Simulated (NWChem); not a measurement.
System: C4H5NS; SMILES c1ncc(C)s1

Input file for NWChem:

```
start job
memory heap 200 mb stack 900 mb global 1100 mb
geometry units angstroms noautosym nocenter noautoz
  C      0.157379     2.253165     0.000000
  C      0.220207     0.755784     0.000000
  C      1.323949    -0.052643     0.000000
  N      1.105725    -1.412638     0.000000
  C     -0.167557    -1.666096     0.000000
  S     -1.205186    -0.255506     0.000000
  H     -0.362446     2.641350     0.884149
  H     -0.362446     2.641350    -0.884149
  H      1.172104     2.663779     0.000000
  H      2.344630     0.315789     0.000000
  H     -0.591794    -2.663697     0.000000
end
basis spherical
  * library 6-31g*
end
dft
  xc b3lyp
  iterations 150
end
cosmo
  do_cosmo_smd true
  solvent toluene
end
task dft energy
```

Excerpt of the output:

```
             Northwest Computational Chemistry Package (NWChem) 7.3.0
             --------------------------------------------------------

                             Geometry "geometry" -> ""
                             -------------------------

 Output coordinates in angstroms (scale by  1.889725989 to convert to a.u.)

  No.       Tag          Charge          X              Y              Z
 ---- ---------------- ---------- -------------- -------------- --------------
    1 C                    6.0000     0.15737900     2.25316500     0.00000000
    2 C                    6.0000     0.22020700     0.75578400     0.00000000
    3 C                    6.0000     1.32394900    -0.05264300     0.00000000
    4 N                    7.0000     1.10572500    -1.41263800     0.00000000
    5 C                    6.0000    -0.16755700    -1.66609600     0.00000000
    6 S                   16.0000    -1.20518600    -0.25550600     0.00000000
    7 H                    1.0000    -0.36244600     2.64135000     0.88414900
    8 H                    1.0000    -0.36244600     2.64135000    -0.88414900
    9 H                    1.0000     1.17210400     2.66377900     0.00000000
   10 H                    1.0000     2.34463000     0.31578900     0.00000000
   11 H                    1.0000    -0.59179400    -2.66369700     0.00000000

 Effective nuclear repulsion energy (a.u.)     274.2923947874

                                 NWChem DFT Module
                                 -----------------

 Summary of "ao basis" -> "ao basis" (spherical)
 ------------------------------------------------------------------------------
       Tag                 Description            Shells   Functions and Types
 ---------------- ------------------------------  ------  ---------------------
 C                           6-31g*                  6       14   3s2p1d
 N                           6-31g*                  6       14   3s2p1d
 S                           6-31g*                  8       18   4s3p1d
 H                           6-31g*                  2        2   2s

 in cosmo_initialize ...
 calling solv_data for solv:toluene

 solvent parameters
 solvname_short: toluene
 solvname_long:  toluene
 dielec:        2.3741
 dielecinf:     2.2383
 nonaqueous SMD model solvent descriptors
 dielec:        2.3741
 sola:          0.0000
 solb:          0.1400
 solc:          0.8570
 solg:         40.2000
 solh:          0.0000
 soln:          1.4961

          ---------------
          -cosmo- solvent
          ---------------
 Cosmo: York-Karplus, doi: 10.1021/jp992097l
 dielectric constant -eps-     =   2.37
 screen = (eps-1)/(eps    )    =   0.57879
 surface charge correction     = lagrangian

   van der Waals surface
 --------------------------

[...]

                                COSMO-SMD solvation results
                                ---------------------------

             internal energy in gas <Psi(g)|H|Psi(g)> =      -608.359282604347
         internal energy in solvent <Psi(s)|H|Psi(s)> =      -608.358886493092
                               delta internal energy  =         0.000396111255 (    0.25 kcal/mol)
   total free energy in solvent <Psi(s)|H+V/2|Psi(s)> =      -608.363795299320
 polarization energy contribution <Psi(s)|V/2|Psi(s)> =        -0.004908806227 (   -3.08 kcal/mol)
    total free energy in solvent including G(SMD-CDS) =      -608.366220160634
                       G(SMD-CDS) energy contribution =        -0.002424861314 (   -1.52 kcal/mol)
     1 M fixed-concentration free energy of solvation =        -0.006937556286 (   -4.35 kcal/mol)

                       DFT Final Molecular Orbital Analysis
                       ------------------------------------

 Vector   24  Occ=2.000000D+00  E=-2.806604D-01
              MO Center= -3.9D-01, -4.4D-01,  1.2D-08, r^2= 2.8D+00
   Bfn.  Coefficient  Atom+Function         Bfn.  Coefficient  Atom+Function
  ----- ------------  ---------------      ----- ------------  ---------------
    79      0.576757   6 S  pz               47     -0.320642   4 N  pz
    83      0.315134   6 S  pz               51     -0.228217   4 N  pz
    75     -0.217360   6 S  pz               33     -0.129801   3 C  pz
    19      0.125457   2 C  pz               23      0.105388   2 C  pz
    37     -0.104887   3 C  pz                5     -0.066230   1 C  pz

 Vector   25  Occ=2.000000D+00  E=-2.759131D-01
              MO Center=  7.7D-01, -1.2D+00, -6.6D-09, r^2= 2.5D+00
   Bfn.  Coefficient  Atom+Function         Bfn.  Coefficient  Atom+Function
  ----- ------------  ---------------      ----- ------------  ---------------
    46     -0.356036   4 N  py               45      0.353293   4 N  px
    50     -0.268002   4 N  py               48      0.255506   4 N  s
    49      0.248798   4 N  px               78     -0.238058   6 S  py
    77      0.219566   6 S  px               20      0.158838   2 C  s
    32      0.153788   3 C  py               44      0.149386   4 N  s

 Vector   26  Occ=2.000000D+00  E=-2.418094D-01
              MO Center=  3.9D-01, -1.1D-01, -2.6D-09, r^2= 2.9D+00
   Bfn.  Coefficient  Atom+Function         Bfn.  Coefficient  Atom+Function
  ----- ------------  ---------------      ----- ------------  ---------------
    19      0.347153   2 C  pz               33      0.338077   3 C  pz
    61     -0.312011   5 C  pz               23      0.265407   2 C  pz
    65     -0.242549   5 C  pz               37      0.240701   3 C  pz
    79     -0.146639   6 S  pz               90     -0.106053   7 H  s
    92      0.106053   8 H  s                47     -0.101216   4 N  pz

 Vector   27  Occ=0.000000D+00  E=-2.422341D-02
              MO Center= -5.6D-02, -5.6D-01,  4.6D-10, r^2= 3.4D+00
   Bfn.  Coefficient  Atom+Function         Bfn.  Coefficient  Atom+Function
  ----- ------------  ---------------      ----- ------------  ---------------
    65      0.496961   5 C  pz               61      0.398489   5 C  pz
    23      0.394252   2 C  pz               83     -0.360224   6 S  pz
    19      0.332866   2 C  pz               79     -0.328569   6 S  pz
    51     -0.288724   4 N  pz               47     -0.248419   4 N  pz
    37     -0.190525   3 C  pz               90     -0.181236   7 H  s

 Vector   28  Occ=0.000000D+00  E= 1.794953D-02
              MO Center= -1.0D+00, -2.2D-01, -9.7D-10, r^2= 3.2D+00
   Bfn.  Coefficient  Atom+Function         Bfn.  Coefficient  Atom+Function
  ----- ------------  ---------------      ----- ------------  ---------------
    82      1.012227   6 S  py               62      0.828974   5 C  s
    20     -0.747169   2 C  s                21      0.444627   2 C  px
    78      0.404057   6 S  py               63     -0.256438   5 C  px
     6     -0.249035   1 C  s                17      0.247313   2 C  px
    81      0.242160   6 S  px               22      0.201277   2 C  py

 Vector   29  Occ=0.000000D+00  E= 5.490713D-02
              MO Center=  8.0D-01, -3.7D-01,  2.3D-09, r^2= 2.8D+00
   Bfn.  Coefficient  Atom+Function         Bfn.  Coefficient  Atom+Function
  ----- ------------  ---------------      ----- ------------  ---------------
    37      0.629331   3 C  pz               51     -0.522564   4 N  pz
    23     -0.454845   2 C  pz               33      0.419619   3 C  pz
    47     -0.389908   4 N  pz               65      0.335028   5 C  pz
    19     -0.282748   2 C  pz               61      0.195610   5 C  pz
    90      0.144348   7 H  s                92     -0.144348   8 H  s

     Multipole analysis of the density
     ---------------------------------

     L   x y z        total         alpha         beta         nuclear
     -   - - -        -----         -----         ----         -------
     0   0 0 0     -0.000000    -26.000000    -26.000000     52.000000

     1   1 0 0     -0.392708     -0.065032     -0.065032     -0.262644
     1   0 1 0      0.754610      0.978929      0.978929     -1.203247
     1   0 0 1     -0.000000     -0.000000     -0.000000      0.000000

     2   2 0 0    -31.725842   -105.866406   -105.866406    180.006969
     2   1 1 0      3.818532     -1.483759     -1.483759      6.786050
     2   1 0 1      0.000000      0.000000      0.000000      0.000000
     2   0 2 0    -28.305310   -181.666271   -181.666271    335.027231
     2   0 1 1     -0.000000     -0.000000     -0.000000      0.000000
     2   0 0 2    -32.587564    -19.085353    -19.085353      5.583141
```

Level: B3LYP/6-31G* (spherical d), SMD on the gas-phase geometry. Structure relaxed at the B3LYP/6-31G* (spherical d) level. Solvent: toluene.
